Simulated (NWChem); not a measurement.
System: CH₄ClFSi; SMILES FC[SiH2]Cl

Excerpt of the output:

```
             Northwest Computational Chemistry Package (NWChem) 7.3.0
             --------------------------------------------------------

 C1  symmetry detected

                             Geometry "geometry" -> ""
                             -------------------------

 Output coordinates in angstroms (scale by  1.889725989 to convert to a.u.)

  No.       Tag          Charge          X              Y              Z
 ---- ---------------- ---------- -------------- -------------- --------------
    1 F                    9.0000     0.86962118     1.94608941    -0.26914470
    2 C                    6.0000    -0.17785908     1.49679544     0.50133029
    3 Si                  14.0000    -0.85953562    -0.13528493    -0.17273774
    4 Cl                  17.0000     0.55027372    -1.63145378     0.04645778
    5 H                    1.0000     0.15871199     1.37600306     1.54674458
    6 H                    1.0000    -0.98334118     2.25583156     0.50376774
    7 H                    1.0000    -1.18157161     0.00240807    -1.61809077
    8 H                    1.0000    -2.07438983    -0.50111677     0.61044515

 Effective nuclear repulsion energy (a.u.)     212.3976287078

                                 NWChem DFT Module
                                 -----------------

 Summary of "ao basis" -> "ao basis" (spherical)
 ------------------------------------------------------------------------------
       Tag                 Description            Shells   Functions and Types
 ---------------- ------------------------------  ------  ---------------------
 F                           3-21g                   5        9   3s2p
 C                           3-21g                   5        9   3s2p
 Si                          3-21g                   7       13   4s3p
 Cl                          3-21g                   7       13   4s3p
 H                           3-21g                   2        2   2s

            General Information
            -------------------
          SCF calculation type: DFT
          Wavefunction type:  closed shell.
          No. of atoms     :     8
          No. of electrons :    50
           Alpha electrons :    25
            Beta electrons :    25
          Charge           :     0
          Spin multiplicity:     1
          Use of symmetry is: off; symmetry adaption is: off
          Maximum number of iterations: 150
          AO basis - number of functions:    52
                     number of shells:    32
          Convergence on energy requested:  1.00D-06
          Convergence on density requested:  1.00D-05
          Convergence on gradient requested:  5.00D-04

              XC Information
              --------------
                  TPSS metaGGA Exchange Functional  1.000
             TPSS03 metaGGA Correlation Functional  1.000

             Grid Information
             ----------------
          Grid used for XC integration:  medium
          Radial quadrature: Mura-Knowles
          Angular quadrature: Lebedev.
          Tag              B.-S. Rad. Rad. Pts. Rad. Cut. Ang. Pts.
          ---              ---------- --------- --------- ---------
          F                   0.50       49          10.0       434
          C                   0.70       49           9.0       434
          Si                  1.10       88           8.0       590
          Cl                  1.00       88          10.0       590
          H                   0.35       45          11.0       434
          Grid pruning is: on
          Number of quadrature shells:   454
          Spatial weights used:  Erf1

      Superposition of Atomic Density Guess
      -------------------------------------

 Sum of atomic energies:        -882.92338743

      Non-variational initial energy
      ------------------------------

 Total energy =    -884.118297
 1-e energy   =   -1645.792146
 2-e energy   =     549.276220
 HOMO         =      -0.317092
 LUMO         =       0.077123

     ---------------------------------------------
      Total Density - Mulliken Population Analysis
     ---------------------------------------------

    Atom       Charge   Shell Charges
 -----------   ------   -------------------------------------------------------
    1 F    9     9.48   1.98  0.45  2.56  1.51  2.98
    2 C    6     6.22   1.99  0.38  1.34  1.08  1.43
    3 Si  14    12.94   2.00  1.98  5.86  0.71  1.29  0.53  0.57
    4 Cl  17    17.55   2.00  1.96  5.91  1.13  3.14  0.88  2.53
    5 H    1     0.80   0.43  0.37
    6 H    1     0.80   0.43  0.37
    7 H    1     1.11   0.41  0.70
    8 H    1     1.11   0.40  0.70

   convergence    iter        energy       DeltaE   RMS-Dens  Diis-err
 ---------------- ----- ----------------- --------- --------- ---------
 d= 0,ls=0.0,diis     1   -885.5147159014 -1.10D+03  3.20D-02  6.37D-01
 d= 0,ls=0.0,diis     2   -885.4509308562  6.38D-02  1.86D-02  1.35D+00
 d= 0,ls=0.0,diis     3   -885.5950396155 -1.44D-01  2.48D-03  4.53D-02
 d= 0,ls=0.0,diis     4   -885.5977542608 -2.71D-03  1.46D-03  3.79D-03
 d= 0,ls=0.0,diis     5   -885.5982958756 -5.42D-04  3.98D-04  3.58D-04
  Resetting Diis
 d= 0,ls=0.0,diis     6   -885.5983401780 -4.43D-05  7.82D-05  1.10D-05
 d= 0,ls=0.0,diis     7   -885.5983418849 -1.71D-06  2.86D-05  3.82D-07
 d= 0,ls=0.0,diis     8   -885.5983418477  3.72D-08  1.40D-05  8.84D-07
 d= 0,ls=0.0,diis     9   -885.5983419482 -1.01D-07  2.62D-06  1.66D-08

         Total DFT energy =     -885.598341948166
      One electron energy =    -1647.132893631296
           Coulomb energy =      615.638726052226
    Exchange-Corr. energy =      -66.501803076923
 Nuclear repulsion energy =      212.397628707827

 Numeric. integr. density =       50.000000205477

                       DFT Final Molecular Orbital Analysis
                       ------------------------------------

 Vector   23  Occ=2.000000D+00  E=-2.861448D-01
              MO Center=  1.7D-01, -1.2D+00, -4.6D-02, r^2= 2.9D+00
   Bfn.  Coefficient  Atom+Function         Bfn.  Coefficient  Atom+Function
  ----- ------------  ---------------      ----- ------------  ---------------
    40      0.491069  4 Cl pz                44      0.406967  4 Cl pz
    50      0.241472  7 H  s                 52     -0.234913  8 H  s
    36     -0.229070  4 Cl pz                38     -0.204438  4 Cl px
    42     -0.165658  4 Cl px                39     -0.140223  4 Cl py
    43     -0.118503  4 Cl py                49      0.110965  7 H  s

 Vector   24  Occ=2.000000D+00  E=-2.814913D-01
              MO Center=  5.3D-01,  1.7D+00,  3.8D-02, r^2= 2.0D+00
   Bfn.  Coefficient  Atom+Function         Bfn.  Coefficient  Atom+Function
  ----- ------------  ---------------      ----- ------------  ---------------
     7      0.339055  1 F  px                 3      0.307408  1 F  px
     9      0.306202  1 F  pz                 5      0.279231  1 F  pz
     8     -0.250646  1 F  py                 4     -0.228095  1 F  py
    48      0.218221  6 H  s                 46     -0.211069  5 H  s
    45     -0.152010  5 H  s                 47      0.151425  6 H  s

 Vector   25  Occ=2.000000D+00  E=-2.561019D-01
              MO Center=  2.3D-01,  9.4D-01,  2.0D-02, r^2= 3.3D+00
   Bfn.  Coefficient  Atom+Function         Bfn.  Coefficient  Atom+Function
  ----- ------------  ---------------      ----- ------------  ---------------
     8      0.356166  1 F  py                 4      0.315235  1 F  py
     9      0.232640  1 F  pz                15      0.219437  2 C  s
    13     -0.212266  2 C  py                 5      0.210221  1 F  pz
    39     -0.198988  4 Cl py                26      0.196524  3 Si py
    52     -0.185027  8 H  s                 17     -0.157502  2 C  py

 Vector   26  Occ=0.000000D+00  E=-2.490794D-02
              MO Center= -6.3D-01, -3.6D-01, -1.7D-01, r^2= 3.9D+00
   Bfn.  Coefficient  Atom+Function         Bfn.  Coefficient  Atom+Function
  ----- ------------  ---------------      ----- ------------  ---------------
    30      0.856629  3 Si py                41      0.814354  4 Cl s
    29     -0.752903  3 Si px                28     -0.569870  3 Si s
    43      0.485571  4 Cl py                42     -0.469312  4 Cl px
    26      0.284892  3 Si py                25     -0.270429  3 Si px
    38     -0.226342  4 Cl px                39      0.222141  4 Cl py

 Vector   27  Occ=0.000000D+00  E= 2.975370D-02
              MO Center= -6.7D-01,  1.8D-01, -1.5D-01, r^2= 4.3D+00
   Bfn.  Coefficient  Atom+Function         Bfn.  Coefficient  Atom+Function
  ----- ------------  ---------------      ----- ------------  ---------------
    15      1.056156  2 C  s                 30     -0.950887  3 Si py
    29     -0.790059  3 Si px                52     -0.696217  8 H  s
    17     -0.462281  2 C  py                16     -0.352910  2 C  px
    25     -0.258519  3 Si px                28     -0.254875  3 Si s
     6      0.243094  1 F  s                 26     -0.234393  3 Si py

 Vector   28  Occ=0.000000D+00  E= 3.767645D-02
              MO Center= -6.7D-01,  2.9D-01,  2.6D-01, r^2= 3.8D+00
   Bfn.  Coefficient  Atom+Function         Bfn.  Coefficient  Atom+Function
  ----- ------------  ---------------      ----- ------------  ---------------
    31      1.151423  3 Si pz                50      0.882192  7 H  s
    15     -0.802611  2 C  s                 52     -0.588103  8 H  s
    28      0.401664  3 Si s                  6      0.348849  1 F  s
    18      0.313875  2 C  pz                27      0.308061  3 Si pz
     7     -0.249830  1 F  px                29      0.226206  3 Si px

     ---------------------------------------------
      Total Density - Mulliken Population Analysis
     ---------------------------------------------

[...]
```

Level: TPSS/3-21G. The geometry was optimised at PBE0/def2-SVP.

Reconstruct the input file.

Several could match; the one computed here: the input that was run:
```
start job
memory heap 200 mb stack 900 mb global 1100 mb
geometry units angstroms noautoz
  F      0.870314     1.962404    -0.266927
  C     -0.154095     1.488847     0.519865
  Si    -0.830958    -0.141478    -0.163241
  Cl     0.601399    -1.623086     0.002051
  H      0.207300     1.356874     1.555596
  H     -0.968435     2.237703     0.551618
  H     -1.187007     0.013458    -1.598837
  H     -2.023410    -0.533854     0.641233
end
basis spherical
  * library 3-21g
end
dft
  xc xtpss03 ctpss03
  iterations 150
  mulliken
end
task dft energy
```
